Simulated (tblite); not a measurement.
Compound: C₇H₄FO (doublet state).
Atom-mapped SMILES: `[O:1]=[CH:2][c:3]1[cH:4][cH:5][cH:6][c:7][c:8]1[F:9]` (hydrogens: H10 on C2; H11 on C4; H12 on C5; H13 on C6)
Bond orders are those of one Lewis drawing.

Computed with GFN2-xTB (tblite), gas phase: L-BFGS steps from a force-field or distance-geometry start until the largest atomic force falls under 0.01 eV/Å.

Step 14: E = -699.0181 eV
```
atom  x, y, z in Å  |  force x, y, z in eV/Å
O1      2.5114   -1.5963    0.3497    0.024  -0.012   0.002
C2      2.1546   -0.5095   -0.0214   -0.012   0.040  -0.019
C3      0.7455   -0.0762   -0.0482    0.039   0.013   0.019
C4     -0.2681   -0.9379    0.3750    0.045  -0.012  -0.007
C5     -1.5935   -0.5587    0.3636    0.021  -0.016  -0.001
C6     -1.9352    0.7202   -0.0814    0.052   0.054  -0.019
C7     -0.9311    1.5439   -0.4871    0.009   0.112  -0.037
C8      0.3898    1.2099   -0.4902   -0.019  -0.016  -0.023
F9      1.3415    2.0582   -0.9038   -0.002  -0.038   0.023
H10     2.8771    0.2493   -0.3731   -0.054  -0.013   0.010
H11     0.0342   -1.9188    0.7119   -0.059  -0.013   0.010
H12    -2.3680   -1.2328    0.6909   -0.027  -0.051   0.024
H13    -2.9625    1.0491   -0.1036   -0.017  -0.047   0.017
```

Step 15: E = -699.0189 eV
```
atom  x, y, z in Å  |  force x, y, z in eV/Å
O1      2.5174   -1.5927    0.3476   -0.004   0.011  -0.001
C2      2.1545   -0.5069   -0.0220    0.013  -0.029  -0.003
C3      0.7452   -0.0778   -0.0475    0.013   0.008   0.023
C4     -0.2683   -0.9393    0.3759    0.006  -0.009  -0.009
C5     -1.5938   -0.5601    0.3637    0.007   0.021  -0.006
C6     -1.9330    0.7203   -0.0812    0.022   0.046  -0.020
C7     -0.9304    1.5455   -0.4874    0.011   0.071  -0.024
C8      0.3894    1.2080   -0.4901   -0.003  -0.004  -0.020
F9      1.3432    2.0537   -0.9022    0.011  -0.015   0.011
H10     2.8738    0.2526   -0.3742   -0.032   0.020  -0.002
H11     0.0290   -1.9207    0.7130   -0.028  -0.036   0.017
H12    -2.3713   -1.2323    0.6911    0.006  -0.034   0.012
H13    -2.9600    1.0502   -0.1045   -0.024  -0.052   0.022
```

Step 16: E = -699.0193 eV
```
atom  x, y, z in Å  |  force x, y, z in eV/Å
O1      2.5195   -1.5914    0.3469   -0.011   0.014  -0.002
C2      2.1545   -0.5060   -0.0223    0.016  -0.047   0.007
C3      0.7453   -0.0782   -0.0468   -0.011   0.004   0.018
C4     -0.2681   -0.9399    0.3760   -0.015  -0.011  -0.004
C5     -1.5936   -0.5604    0.3636   -0.007   0.035  -0.007
C6     -1.9314    0.7211   -0.0814   -0.004   0.026  -0.013
C7     -0.9301    1.5478   -0.4882    0.011   0.028  -0.011
C8      0.3891    1.2072   -0.4905    0.006   0.002  -0.011
F9      1.3441    2.0516   -0.9012    0.022  -0.001   0.002
H10     2.8719    0.2540   -0.3747   -0.014   0.035  -0.011
H11     0.0261   -1.9220    0.7138   -0.013  -0.033   0.015
H12    -2.3724   -1.2328    0.6914    0.035  -0.005  -0.002
H13    -2.9593    1.0493   -0.1044   -0.015  -0.047   0.022
```

Step 17: E = -699.0196 eV
```
atom  x, y, z in Å  |  force x, y, z in eV/Å
O1      2.5208   -1.5908    0.3465   -0.009   0.008  -0.002
C2      2.1547   -0.5059   -0.0226    0.008  -0.033   0.010
C3      0.7453   -0.0784   -0.0459   -0.022  -0.006   0.009
C4     -0.2682   -0.9406    0.3760   -0.026  -0.004   0.001
C5     -1.5936   -0.5599    0.3634   -0.003   0.034  -0.008
C6     -1.9305    0.7223   -0.0819   -0.014   0.006  -0.006
C7     -0.9297    1.5499   -0.4889    0.004  -0.010   0.000
C8      0.3890    1.2067   -0.4910    0.011   0.007  -0.002
F9      1.3451    2.0503   -0.9006    0.027   0.004  -0.004
H10     2.8703    0.2555   -0.3751   -0.005   0.032  -0.012
H11     0.0240   -1.9233    0.7145   -0.008  -0.020   0.009
H12    -2.3724   -1.2333    0.6916    0.047   0.018  -0.013
H13    -2.9593    1.0478   -0.1038   -0.009  -0.036   0.018
```

Task: Estimate the geometry and energy of step 18. (The exact step hangs on the optimiser's Hessian estimate; all steps are aligned on step 17, rigid shifts and turns removed.)

Result: E = -699.0198 eV, largest force 0.054 eV/Å
```
atom  x, y, z in Å  |  force x, y, z in eV/Å
O1      2.5220   -1.5903    0.3462   -0.004   0.001  -0.002
C2      2.1549   -0.5059   -0.0228   -0.005  -0.006   0.008
C3      0.7450   -0.0789   -0.0450   -0.018  -0.008  -0.002
C4     -0.2687   -0.9413    0.3761   -0.016  -0.001   0.005
C5     -1.5937   -0.5589    0.3631    0.001   0.021  -0.006
C6     -1.9299    0.7235   -0.0824   -0.017  -0.008   0.001
C7     -0.9291    1.5514   -0.4895    0.003  -0.029   0.004
C8      0.3892    1.2063   -0.4914    0.012   0.004   0.008
F9      1.3465    2.0491   -0.9002    0.023   0.003  -0.005
H10     2.8687    0.2576   -0.3757   -0.005   0.015  -0.008
H11     0.0220   -1.9249    0.7153   -0.009   0.000   0.001
H12    -2.3717   -1.2333    0.6916    0.042   0.029  -0.017
H13    -2.9596    1.0461   -0.1031   -0.007  -0.021   0.012
```

The energy changes by -0.0002 eV. The first-order estimate −F·Δx gives -0.0003 eV and the mean of the old and new forces, exact on a quadratic surface, -0.0002 eV. The step makes an angle of 57° with the force vector and moves no atom by more than 0.003 Å.

What follows is the cost of the whole relaxation. Time: 0.36 s of wall time. Hardware: one thread, Intel Xeon at 2.50 GHz (x86_64), shared host with 64 logical CPUs at a one-minute load of 62.
